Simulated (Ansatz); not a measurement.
System: sum formula Si2N2H8, charge 0, multiplicity 1. 
Structure (B3LYP-D3(BJ)/def2-TZVP (Ansatz, a program for electronic structure) minimum search):
SMILES: N[SiH2]N[SiH3]
```xyz
12

N      2.2216     0.9187    -0.0011
Si     1.0984    -0.3576    -0.2317
N     -0.3869     0.0113     0.5648
Si    -2.0129    -0.1240    -0.0083
H      2.0493     1.8538    -0.3341
H      3.2059     0.7277     0.0922
H      1.7970    -1.5497     0.3087
H      0.6933    -0.6302    -1.6328
H     -0.2888     0.2867     1.5341
H     -1.9949    -0.0504    -1.4854
H     -2.8255     0.9869     0.5454
H     -2.6764    -1.3935     0.3853
```

Atomisation energy built up term by term with Ansatz (kcal/mol; UHF references for open shells; valence terms freeze the core; atomic spin-orbit terms are left out). CBS(X,Y): correlation extrapolated as X^-3; Hartree-Fock from the larger set.

```json
[
 {"term": "Hartree-Fock", "basis": "aug-cc-pV(Q+d)Z", "kcal/mol": "678.98"},
 {"term": "CCSD correlation", "basis": "CBS(aug-cc-pV(T+d)Z,aug-cc-pV(Q+d)Z)", "kcal/mol": "(withheld)"},
 {"term": "(T)", "basis": "CBS(aug-cc-pV(T+d)Z,aug-cc-pV(Q+d)Z)", "kcal/mol": "(withheld)"},
 {"term": "core correlation", "basis": "cc-pwCVTZ", "kcal/mol": "1.19"},
 {"term": "scalar relativity (X2C)", "basis": "cc-pVTZ-DK against cc-pVTZ", "kcal/mol": "-2.06"},
 {"term": "sum: De", "basis": "", "kcal/mol": "(withheld)"}
]
```

**Question.** Complete the blanks.

**Answer.** 
- CCSD correlation, kcal/mol: 251.77
- (T), kcal/mol: 11.89
- sum: De, kcal/mol: 941.8
